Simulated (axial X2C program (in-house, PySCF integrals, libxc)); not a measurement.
**Spin–orbit splitting of π states down a group (EOM-EA-CCSD)**

Calculated with an axial X2C code built on PySCF integrals: two-component X2C with atomic mean-field Coulomb and Gaunt terms, Dyall basis sets with cores contracted in-house.

The first pair of π-type roots with Ω = 1/2 and 3/2, reached by adding an electron to a closed-shell reference; vertical energies, inner shells frozen. Splitting means E(3/2) − E(1/2).

Basis sets: Al dyall-av3z, B dyall-av3z, F dyall-av3z, Ga dyall-acv3z. Correlated electrons in EOM-CCSD (inner shells frozen, about 90 virtual spinors): BF 10, AlF 10, GaF 10.

```csv
species,reference,R (Å),main character,"spinor gap ε(3/2) − ε(1/2), HF (cm⁻¹)"
BF⁻,BF,1.263,"92% B pπ, 6% F pπ",n/a
AlF⁻,AlF,1.678,"88% Al pπ, 7% F pπ",n/a
GaF⁻,GaF,1.788,"89% Ga pπ, 6% F pπ",n/a
```

(1) Should these pairs be regular or inverted?

EOM-EA-CCSD gives:

```csv
species,binding Ω = 1/2 (eV),binding Ω = 3/2 (eV),splitting (cm⁻¹),lowest root?
BF⁻,-0.671,-0.671,0,yes
AlF⁻,-0.180,-0.181,13,yes
GaF⁻,-0.167,-0.185,148,yes
```

A negative binding energy means unbound at this level; the spinor gap is withheld where the HF spinor is unbound or of another character. A small p share on a heavy partner can supply much of the splitting, and mixing of Ω = 1/2 with σ states shifts it further.

States that need a further excitation are missing; levels can be off by some tenths of an eV, splittings by less.

Results:

(1) Regular: one electron outside a closed shell puts Ω = 1/2 lowest, with the sign of the spinor gap.
